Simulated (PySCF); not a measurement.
Compound: C3H12AlN.
Numbering: `[CH3:1][N+:2]([CH3:3])([CH3:4])[AlH3-:5]` (hydrogens: H6, H7, H8 on C1; H9, H10, H11 on C3; H12, H13, H14 on C4; H15, H16, H17 on Al5)

Geometry (PBE0-D3(BJ)/def2-SVP, Å), atoms numbered from 1 in this order:
```xyz
17
C3H12AlN angstrom
C     -0.3902   -0.8830    1.1736
N     -0.1445   -0.0464   -0.0060
C     -0.3303   -0.8253   -1.2351
C     -1.0285    1.1240    0.0010
Al     1.8246    0.6163    0.0584
H     -1.4271   -1.2633    1.1765
H     -0.2172   -0.2916    2.0829
H      0.3083   -1.7307    1.1711
H     -0.1136   -0.1908   -2.1051
H     -1.3651   -1.2043   -1.3078
H      0.3688   -1.6724   -1.2386
H     -2.0892    0.8165   -0.0156
H     -0.8370    1.7199    0.9038
H     -0.8162    1.7463   -0.8787
H      1.7976    1.4111    1.4576
H      2.5896   -0.7993    0.0303
H      1.8561    1.4972   -1.2880
```

Computed, not measured: core-valence-separated Tamm–Dancoff BHandHLYP/aug-pcX-1 (pcseg-1 on H, def2-SVPD on Al) in PySCF, non-relativistic, gas phase, PBE0-D3(BJ)/def2-SVP geometry.

Computed carbon K-edge spectrum, Gaussian lines of 0.5 eV full width, highest printed point 100; it ends one width below the last computed root. Absolute energies from this functional tend to lie a few eV below measured edges; no shift was applied.

| photon energy (eV) | absorption |
| --- | --- |
| 285.8 | 0 |
| 285.9 | 1 |
| 286.0 | 3 |
| 286.1 | 7 |
| 286.2 | 14 |
| 286.3 | 23 |
| 286.4 | 30 |
| 286.5 | 32 |
| 286.6 | 27 |
| 286.7 | 20 |
| 286.8 | 15 |
| 286.9 | 18 |
| 287.0 | 29 |
| 287.1 | 48 |
| 287.2 | 72 |
| 287.3 | 93 |
| 287.4 | 100 |
| 287.5 | 89 |
| 287.6 | 65 |
| 287.7 | 39 |
| 287.8 | 19 |

Question: Assign the maxima to core holes.

Answer: 2 maxima:
- 286.5 eV: C1/C3/C4 (N-methyl carbon), 286.47 eV, f = 0.075, sum of 3, 100 % of the height at the exact maximum
- 287.4 eV: C1/C3/C4 (N-methyl carbon), 287.39 eV, f = 0.109, sum of 3, 46 % of the height at the exact maximum; C1/C3/C4 (N-methyl carbon), 287.45 eV, f = 0.104, sum of 3, 43 % of the height at the exact maximum

Further lines of some strength in the range: C1/C3/C4, 287.17 eV, f = 0.045, sum of 3.

Roots within 0.03 eV on the same or equivalent atoms count as one line; shares under 12 % aren't listed.

Vibrational structure and lifetime widths aren't in the curve. The ionisation threshold wasn't computed; near and above it a finite basis only mimics Rydberg series and continuum.
